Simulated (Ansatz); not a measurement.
Relaxation of BH₆NOS (10 atoms, charge 0, multiplicity 1), to a largest force component of 0.03 eV/Å in at most 50 steps.

Theory: RKS PBE0-D4/def2-SVP in Ansatz 0.2.0.

```xyz
10
Properties=species:S:1:pos:R:3:forces:R:3
B 0.028 -0.105 0.231 0.08 -0.71 1.99
N 0.030 -0.376 1.687 0.01 0.33 -1.97
H -0.760 -0.755 2.195 0.01 0.00 -0.01
H 0.899 -0.418 2.203 -0.01 0.01 -0.03
H 1.061 0.186 -0.314 -0.01 0.00 0.00
O -1.098 -0.224 -0.524 -0.02 0.00 -0.03
H -1.865 -0.536 -0.034 -0.01 0.01 0.01
S -0.455 2.917 0.733 -0.06 -0.18 0.43
H -1.418 2.287 0.026 0.06 0.03 0.03
H -0.342 1.852 1.601 -0.06 0.51 -0.41
```

Task: Where does it end, and by what steps?

Result: It converged. The force dipped under the threshold on the way, but the program's further checks kept it going. After 19 steps the energy has fallen by 0.264 eV; S8 moved furthest, 1.39 Å.

```json
{"step": "0", "energy less start (eV)": "0.0000", "largest force component (eV/Å)": "1.991", "accepted": "yes"}
{"step": "1", "energy less start (eV)": "-0.1208", "largest force component (eV/Å)": "1.232", "accepted": "yes"}
{"step": "2", "energy less start (eV)": "-0.1541", "largest force component (eV/Å)": "0.590", "accepted": "yes"}
{"step": "3", "energy less start (eV)": "-0.1654", "largest force component (eV/Å)": "0.413", "accepted": "yes"}
{"step": "4", "energy less start (eV)": "-0.1781", "largest force component (eV/Å)": "0.523", "accepted": "yes"}
{"step": "5", "energy less start (eV)": "-0.1861", "largest force component (eV/Å)": "0.125", "accepted": "yes"}
{"step": "6", "energy less start (eV)": "-0.1904", "largest force component (eV/Å)": "0.397", "accepted": "yes"}
{"step": "7", "energy less start (eV)": "-0.1970", "largest force component (eV/Å)": "0.216", "accepted": "yes"}
{"step": "8", "energy less start (eV)": "-0.2014", "largest force component (eV/Å)": "0.411", "accepted": "yes"}
{"step": "9", "energy less start (eV)": "-0.2094", "largest force component (eV/Å)": "0.546", "accepted": "yes"}
{"step": "10", "energy less start (eV)": "-0.2291", "largest force component (eV/Å)": "0.359", "accepted": "yes"}
{"step": "11", "energy less start (eV)": "-0.2353", "largest force component (eV/Å)": "0.261", "accepted": "yes"}
{"step": "12", "energy less start (eV)": "-0.2430", "largest force component (eV/Å)": "0.474", "accepted": "yes"}
{"step": "13", "energy less start (eV)": "-0.2345", "largest force component (eV/Å)": "0.855", "accepted": "no"}
{"step": "14", "energy less start (eV)": "-0.2582", "largest force component (eV/Å)": "0.067", "accepted": "yes"}
{"step": "15", "energy less start (eV)": "-0.2617", "largest force component (eV/Å)": "0.122", "accepted": "yes"}
{"step": "16", "energy less start (eV)": "-0.2635", "largest force component (eV/Å)": "0.022", "accepted": "yes"}
{"step": "17", "energy less start (eV)": "-0.2638", "largest force component (eV/Å)": "0.067", "accepted": "yes"}
{"step": "18", "energy less start (eV)": "-0.2643", "largest force component (eV/Å)": "0.033", "accepted": "yes"}
{"step": "19", "energy less start (eV)": "-0.2645", "largest force component (eV/Å)": "0.020", "accepted": "yes"}
```

```xyz
10
Properties=species:S:1:pos:R:3
B 0.176 -0.580 0.205
N 0.262 -0.455 1.608
H -0.499 -0.138 2.194
H 1.036 -0.846 2.126
H 1.091 -1.098 -0.396
O -0.878 -0.124 -0.529
H -1.534 0.345 0.005
S -1.752 2.620 1.139
H -1.306 2.811 -0.121
H -0.515 2.291 1.573
```

Whether the end is a true minimum wasn't checked by a vibrational analysis.

Run time: 24 s on 2 threads of Intel(R) Xeon(R) 6975P-C (Granite Rapids), on a shared host, peak memory 0.2 GiB.
